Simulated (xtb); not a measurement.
AlI₃, singlet, geometry from GFN2-xTB (such geometries of metal compounds can be far from the true shape).

The xtb input:
```
$ xtb mol.xyz --gfn 2 --opt --json

# file mol.xyz
4

Al    -0.00000000    -0.00000000    -0.00000000
I     -2.05711704    -1.44131268    -0.05276184
I      0.00659413     2.22306763    -1.17039456
I      2.05052292    -0.78175495     1.22315640
```

Task: What does this run give for the dipole moment, HOMO-LUMO gap?

Result: 
dipole moment: 0.00 D
HOMO-LUMO gap: 4.00 eV
